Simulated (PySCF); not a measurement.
Run times: tin in even-tempered 22s16p11d5f4g

Measured wall times of calculations with PySCF 2.14 in an uncontracted even-tempered set (22 s from 0.14 bohr⁻², ratio 2.5; 16 p from 0.18 bohr⁻², ratio 2.5; 11 d from 0.18 bohr⁻², ratio 2.5; 5 f from 1.8 bohr⁻², ratio 2.7; 4 g from 2.6 bohr⁻², ratio 2.7), with the spin-free X2C one-electron Hamiltonian (Gaussian nucleus), run from one Python driver. Hardware: 2 threads of Neoverse-N1 on a shared host, 2.6 GiB allowed. The two-electron integrals over 196 functions were computed once and kept in memory (5.1 CPU seconds with the set-up); the times below exclude them. Kohn-Sham runs start from converged Hartree-Fock orbitals.

Launch command (the driver calls PySCF for each step listed in the task file):

```bash
OMP_NUM_THREADS=2 python atomrun2.py TASK.json OUT
```

| species | step | iterations | wall time (s) |
| --- | --- | --- | --- |
| Sn(6+) [Kr] 4d8 | UHF with spin-orbit constants | 6 | 37 |
| Sn(6+) [Kr] 4d8 | LDA | 6 | 4.4 |
| Sn(6+) [Kr] 4d8 | PBE | 6 | 5.7 |
| Sn(6+) [Kr] 4d8 | PBE0 | 6 | 12 |
| Sn(6+) [Kr] 4d8 | r2SCAN | 6 | 14 |
| Sn(6+) [Kr] 4d8 | MP2 (16 electrons) |  | 9.9 |
| Sn(7+) [Kr] 4d7 | UHF with spin-orbit constants | 6 | 35 |
| Sn(7+) [Kr] 4d7 | LDA | 6 | 4.3 |
| Sn(7+) [Kr] 4d7 | PBE | 6 | 5.6 |
| Sn(7+) [Kr] 4d7 | PBE0 | 6 | 12 |
| Sn(7+) [Kr] 4d7 | r2SCAN | 6 | 14 |
| Sn(7+) [Kr] 4d7 | MP2 (15 electrons) |  | 9.8 |

Peak memory of the process: 2 GiB. Times on a shared host vary from run to run.
